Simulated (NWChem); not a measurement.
Everything below was run with NWChem. System: H₆B₂, charge 0, spin multiplicity 1, at a geometry optimised with B3LYP/def2-SVP. The structure started from a generated list of species. Level: EOM-CCSD/def2-SVPD, 2 core orbitals frozen.

Input file:

```
start mol
memory heap 100 mb stack 700 mb global 1900 mb
geometry units angstroms nocenter noautoz
  B      0.000000     0.000000    -0.888533
  B      0.000000     0.000000     0.888533
  H      0.000000     0.988328     0.000000
  H      1.049361     0.000000    -1.473478
  H     -1.049361     0.000000    -1.473478
  H      0.000000    -0.988328     0.000000
  H      1.049361     0.000000     1.473478
  H     -1.049361     0.000000     1.473478
  symmetry group D2h
end
basis spherical
  * library def2-svpd
end
scf
  rhf
  nopen 0
  maxiter 100
  thresh 1e-7
  semidirect memsize 60000000 filesize 0
end
tce
  freeze core 2
  ccsd
  nroots 1
  2eorb
  2emet 13
  thresh 1e-5
  maxiter 200
  tilesize 24
end
task tce energy
```

Part of the output:

```
             Northwest Computational Chemistry Package (NWChem) 7.3.0
             --------------------------------------------------------

                                NWChem Input Module
                                -------------------

 Scaling coordinates for geometry "geometry" by  1.889725989
 (inverse scale =  0.529177249)

 Turning off AUTOSYM since
 SYMMETRY directive was detected!

                             Geometry "geometry" -> ""
                             -------------------------

 Output coordinates in angstroms (scale by  1.889725989 to convert to a.u.)

  No.       Tag          Charge          X              Y              Z
 ---- ---------------- ---------- -------------- -------------- --------------
    1 B                    5.0000     0.00000000     0.00000000    -0.88853300
    2 B                    5.0000     0.00000000     0.00000000     0.88853300
    3 H                    1.0000     0.00000000     0.98832800     0.00000000
    4 H                    1.0000     1.04936100     0.00000000    -1.47347800
    5 H                    1.0000    -1.04936100     0.00000000    -1.47347800
    6 H                    1.0000     0.00000000    -0.98832800     0.00000000
    7 H                    1.0000     1.04936100     0.00000000     1.47347800
    8 H                    1.0000    -1.04936100     0.00000000     1.47347800

 Effective nuclear repulsion energy (a.u.)      31.7896694091

            Nuclear Dipole moment (a.u.)
            ----------------------------
        X                 Y               Z
 ---------------- ---------------- ----------------
     0.0000000000     0.0000000000     0.0000000000

      Symmetry information
      --------------------

 Group name             D2h
 Group number             26
 Group order               8
 No. of unique centers     3

      Symmetry unique atoms

     1    3    4


 Summary of "ao basis" -> "" (spherical)
 ------------------------------------------------------------------------------
       Tag                 Description            Shells   Functions and Types
 ---------------- ------------------------------  ------  ---------------------
 *                         def2-svpd                  on all atoms

 Summary of "ao basis" -> "ao basis" (spherical)
 ------------------------------------------------------------------------------
       Tag                 Description            Shells   Functions and Types
 ---------------- ------------------------------  ------  ---------------------
 B                         def2-svpd                 8       20   4s2p2d
 H                         def2-svpd                 4        8   2s2p

                                 NWChem SCF Module
                                 -----------------

  ao basis        = "ao basis"
  functions       =    88
  atoms           =     8
  closed shells   =     8
  open shells     =     0
  charge          =   0.00
  wavefunction    = RHF
  use symmetry    = T
  symmetry adapt  = T

 Summary of "ao basis" -> "ao basis" (spherical)
 ------------------------------------------------------------------------------
       Tag                 Description            Shells   Functions and Types
 ---------------- ------------------------------  ------  ---------------------
 B                         def2-svpd                 8       20   4s2p2d
 H                         def2-svpd                 4        8   2s2p

      Symmetry analysis of basis
      --------------------------
[...]
 --------------------------------------------------------------
 Iterations converged
 ------------------

 Excited state root  1
 Excitation energy / hartree =        0.416064153427416
                   / eV      =       11.321686481924585
 largest EOMCCSD amplitudes: R1 and R2

 Singles contributions
     9ag  (alpha) ---     5b2u (alpha)        0.5496492835
    12ag  (alpha) ---     5b2u (alpha)        0.2640625394
    14ag  (alpha) ---     5b2u (alpha)       -0.2629487021
    24ag  (alpha) ---     5b2u (alpha)       -0.1617216233
    17b2u (alpha) ---     7ag  (alpha)       -0.1326538418
    11b3g (alpha) ---     4b1u (alpha)       -0.5829708701
    20b3g (alpha) ---     4b1u (alpha)        0.1732627946

 Doubles contributions

 =========================================
 Excited-state calculation ( b3g symmetry)
 =========================================
 Dim. of EOMCC iter. space      500

 EOMCCSD SOLVER TYPE  1
  maxdiff =   0.61057211516747867

 No. of initial right vectors    1

 EOM-CCSD right-hand side iterations
 --------------------------------------------------------------
      Residuum       Omega / hartree  Omega / eV    Cpu    Wall
 --------------------------------------------------------------

 Iteration   1 using    1 trial vectors
   0.4640304214613   0.4273499409310   11.62879     1.6     1.6

 Iteration   2 using    2 trial vectors
   0.1247490125483   0.3255506484363    8.85869     1.2     1.2

 Iteration   3 using    3 trial vectors
   0.0775835659674   0.3129710660730    8.51638     1.2     1.2

 Iteration   4 using    4 trial vectors
   0.0324008761357   0.3085443492720    8.39592     1.2     1.2

 Iteration   5 using    5 trial vectors
   0.0103977683003   0.3074094114499    8.36504     1.2     1.2

 Iteration   6 using    6 trial vectors
   0.0034566244524   0.3072545156704    8.36082     1.2     1.2

 Iteration   7 using    7 trial vectors
   0.0013748697747   0.3072520490513    8.36076     1.3     1.3

 Iteration   8 using    8 trial vectors
   0.0005188838860   0.3072523646943    8.36077     1.2     1.2

 Iteration   9 using    9 trial vectors
   0.0001945340357   0.3072537426066    8.36080     1.2     1.2

 Iteration  10 using   10 trial vectors
   0.0000746536915   0.3072544387277    8.36082     1.2     1.2

 Iteration  11 using   11 trial vectors
   0.0000266794567   0.3072546510213    8.36083     1.1     1.1

 Iteration  12 using   12 trial vectors
   0.0000108947869   0.3072546587467    8.36083     1.1     1.1

 Iteration  13 using   13 trial vectors
   0.0000054109934   0.3072546342935    8.36083     1.1     1.1
 --------------------------------------------------------------
 Iterations converged
 ------------------

 Excited state root  1
 Excitation energy / hartree =        0.307254634293483
                   / eV      =        8.360827557320603
 largest EOMCCSD amplitudes: R1 and R2

 Singles contributions
    11b3g (alpha) ---     7ag  (alpha)        0.8805838355
    20b3g (alpha) ---     7ag  (alpha)       -0.3059033240

 Doubles contributions

 =========================================
 Excited-state calculation ( b3u symmetry)
 =========================================
 Dim. of EOMCC iter. space      500

 EOMCCSD SOLVER TYPE  1
  maxdiff =   0.55976332331517020

 No. of initial right vectors    1

 EOM-CCSD right-hand side iterations
 --------------------------------------------------------------
      Residuum       Omega / hartree  Omega / eV    Cpu    Wall
 --------------------------------------------------------------

 Iteration   1 using    1 trial vectors
   0.3640613628107   0.4630757123507   12.60094     1.7     1.7

 Iteration   2 using    2 trial vectors
   0.0800693527697   0.3854649849122   10.48904     1.2     1.2

 Iteration   3 using    3 trial vectors
   0.0514625960234   0.3791301817482   10.31666     1.3     1.3

 Iteration   4 using    4 trial vectors
   0.0365618925581   0.3749906262309   10.20402     1.2     1.2

 Iteration   5 using    5 trial vectors
   0.0236552791681   0.3728107058080   10.14470     1.2     1.2

 Iteration   6 using    6 trial vectors
   0.0163095072506   0.3722213063867   10.12866     1.2     1.2

 Iteration   7 using    7 trial vectors
   0.0131973746196   0.3720796273100   10.12481     1.2     1.2

 Iteration   8 using    8 trial vectors
   0.0085205907505   0.3717933674249   10.11702     1.3     1.3

 Iteration   9 using    9 trial vectors
   0.0093037536166   0.3715901243304   10.11149     1.2     1.2

 Iteration  10 using   10 trial vectors
   0.0070479713361   0.3715415105506   10.11016     1.2     1.2

 Iteration  11 using   11 trial vectors
   0.0035153881020   0.3715185955810   10.10954     1.2     1.2

 Iteration  12 using   12 trial vectors
   0.0018269832311   0.3714894460334   10.10875     1.2     1.2

 Iteration  13 using   13 trial vectors
   0.0010982290996   0.3714786825687   10.10845     1.4     1.4

 Iteration  14 using   14 trial vectors
   0.0006361239798   0.3714812257309   10.10852     1.3     1.3

 Iteration  15 using   15 trial vectors
   0.0003683417514   0.3714818709023   10.10854     1.2     1.2

 Iteration  16 using   16 trial vectors
   0.0002074765878   0.3714817084805   10.10854     1.2     1.2

 Iteration  17 using   17 trial vectors
   0.0001315627773   0.3714813605724   10.10853     1.2     1.2

 Iteration  18 using   18 trial vectors
   0.0000940098925   0.3714813179424   10.10853     1.2     1.2

 Iteration  19 using   19 trial vectors
   0.0000595564575   0.3714814060784   10.10853     1.2     1.2

 Iteration  20 using   20 trial vectors
   0.0000317152658   0.3714814440160   10.10853     1.2     1.2

 Iteration  21 using   21 trial vectors
   0.0000137988517   0.3714814700424   10.10853     1.2     1.2

 Iteration  22 using   22 trial vectors
   0.0000063111327   0.3714814909917   10.10853     1.2     1.2
 --------------------------------------------------------------
 Iterations converged
 ------------------

 Excited state root  1
 Excitation energy / hartree =        0.371481490991667
                   / eV      =       10.108529995192846
 largest EOMCCSD amplitudes: R1 and R2

 Singles contributions
     9ag  (alpha) ---     6b3u (alpha)       -0.3255218934
    10b1u (alpha) ---     8b2g (alpha)        0.8443655275
    19b1u (alpha) ---     8b2g (alpha)       -0.1393687677
    25b1u (alpha) ---     8b2g (alpha)       -0.1763209415

 Doubles contributions

 Task  times  cpu:      221.2s     wall:      221.2s

 Total times  cpu:      221.2s     wall:      221.2s
```
